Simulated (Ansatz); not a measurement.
`[AlH2]/[CH]=C/Cl` + `N[SiH2][GeH3]` → `[AlH2][NH][SiH2][GeH3]` + `C=CCl` at 700 K and 1 bar (ligand exchange at the Al–C bond).

Program: Ansatz. Geometries: PBE0-D4/def2-TZVP. ΔE: electronic, gas phase. CCSD(T)/CBS is the MP2 limit (def2-TZVPP, def2-QZVPP) plus CCSD(T) − MP2 in def2-TZVPP, frozen cores. This one scheme is used for every species. For Ge outer-core shells are correlated without core-valence functions, which leaves a few kJ/mol of doubt a bond. Scalar relativity is left out up to krypton. Each species was taken in one conformer, which may not be the lowest.

| species | CCSD(T)/CBS energy (Eh) | H − E (kJ/mol) | S (J/(mol·K)) |
| --- | --- | --- | --- |
| `[AlH2]/[CH]=C/Cl` | -780.26523 | 185.4 | 414.6 |
| `N[SiH2][GeH3]` | -2424.12162 | 249.8 | 454.9 |
| `[AlH2][NH][SiH2][GeH3]` | -2666.76326 | 281.3 | 537.4 |
| `C=CCl` | -537.65823 | 153.0 | 322.7 |

H − E and S are ideal-gas, rigid-rotor, harmonic terms from PBE0-D4/def2-TZVP, for one conformer and one mirror image of each species. 1 Eh = 2625.50 kJ/mol, R = 8.31446 J/(mol·K).

By hand: ΔE, ΔH, ΔS and ΔG.

ΔE = (-2666.76326) + (-537.65823) − (-780.26523) − (-2424.12162) = -0.03464 Eh = -90.9 kJ/mol. Δ(H − E) = 281.3 + 153.0 − 185.4 − 249.8 = -0.9, so ΔH = -91.8 kJ/mol. ΔS = 537.4 + 322.7 − 414.6 − 454.9 = -9.4 J/(mol·K). ΔG = -91.8 − 700 × (-9.4)/1000 = -85.2 kJ/mol.

By hand: the equilibrium constant, and the temperature at which ΔG would vanish if ΔH and ΔS stayed fixed.

log₁₀ K = −ΔG/(RT ln 10) = 6.4. ΔG = 0 at ΔH/ΔS = 9766 K, far beyond where these terms or the molecules hold.

The number of gas molecules stays the same, so ΔS is small and ΔH decides. A doubt of 5 kJ/mol in ΔE shifts log₁₀ K by 0.4 here. Other conformers and mirror images would add mixing entropy, several J/(mol·K) or more a flexible species. Modes under 60 cm⁻¹, often nearly free rotors, make the harmonic entropy too high. These are equilibria of isolated gas molecules and say nothing of rates. Largest T1 diagnostic: 0.012 (customary marks: 0.02 for closed shells, 0.045 for open ones).
